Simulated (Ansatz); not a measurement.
One arrangement of a pair

The pair of Cl⁻ (SMILES [Cl-], atom 1) and SiH4O (SMILES [SiH3]O, atoms 2–7), both closed shells, in one local arrangement (a lower one may exist), relaxed at PBE0-D4/def2-TZVPD:

```
7
angstrom
Cl -1.0366 -2.7406 -0.4354
Si 0.3833 0.7198 -0.0160
O -0.7429 -0.0890 0.8188
H 0.0412 0.9686 -1.4507
H 0.5307 2.0666 0.6232
H 1.7422 0.0950 -0.0024
H -0.9179 -1.0204 0.4626
```

Computed with Ansatz 0.2.0 (basis: def2-TZVPPD, with def2-QZVPPD for the basis limit); correlated methods freeze the cores. B3LYP uses VWN-RPA correlation. Extrapolation: Hartree–Fock as exp(−7.88 √X), correlation as X^−2.97. Interaction energies count from these two fragments, frozen as in the pair, with the counterpoise correction; negative means bound.

What is the interaction energy by CCSD(T) at an estimated basis limit (MP2 extrapolated from triple and quadruple zeta, plus CCSD(T) − MP2 in triple zeta)? (Judge from chemistry; the value comes from the calculation.)

Computed: -24.40 kcal/mol. Hartree–Fock alone gives -19.04 kcal/mol at the basis limit. It counts from the two fragments frozen as in the pair.

The same quantity by other methods in triple zeta, and each one's difference from that estimate:
```json
{"method": "PBE-D4", "E_int (kcal/mol)": "-26.30", "difference": "-1.90"}
{"method": "revPBE-D4", "E_int (kcal/mol)": "-26.12", "difference": "-1.72"}
{"method": "BLYP-D4", "E_int (kcal/mol)": "-25.27", "difference": "-0.87"}
{"method": "r2SCAN-D4", "E_int (kcal/mol)": "-25.86", "difference": "-1.46"}
{"method": "B97M-V", "E_int (kcal/mol)": "-24.75", "difference": "-0.35"}
{"method": "PBE0-D4", "E_int (kcal/mol)": "-25.73", "difference": "-1.33"}
{"method": "B3LYP-D4", "E_int (kcal/mol)": "-25.12", "difference": "-0.72"}
{"method": "HSE06-D4", "E_int (kcal/mol)": "-25.73", "difference": "-1.33"}
{"method": "wB97X-V", "E_int (kcal/mol)": "-24.23", "difference": "0.17"}
{"method": "wB97M-V", "E_int (kcal/mol)": "-24.19", "difference": "0.21"}
{"method": "B2PLYP", "E_int (kcal/mol)": "-23.23", "difference": "1.17"}
{"method": "HF", "E_int (kcal/mol)": "-18.97", "difference": "5.43"}
{"method": "MP2", "E_int (kcal/mol)": "-23.81", "difference": "0.59"}
{"method": "CCSD", "E_int (kcal/mol)": "-22.44", "difference": "1.96"}
{"method": "CCSD(T)", "E_int (kcal/mol)": "-23.27", "difference": "1.13"}
```
Differences are method less estimate.

Which atoms make the shortest contact between the fragments?

Cl1 and H7, 1.94 Å apart.

Energy to bend the free fragments (PBE0-D4 minima) into their shapes in the pair, CCSD(T)/def2-TZVPPD: SiH4O 2.92 kcal/mol. This must be added to the interaction energy to get the binding energy from relaxed fragments.

Basis-set superposition shift (counterpoise-corrected less uncorrected): CCSD(T) 1.34; MP2 1.26; HF 0.08; PBE0-D4 0.13; wB97M-V 0.12 kcal/mol.

T1 diagnostic: at most 0.012.

For scale, one of the runs: CCSD(T)/def2-TZVPPD, 207 basis functions, launched by `ansatz run in.yaml --threads 2 --pin off --events-out ev --progress --plain --max-ram 5222MiB`. The run took 2.4 min on 2 CPU threads (shared host), with 2.6 GiB of host memory at its peak.
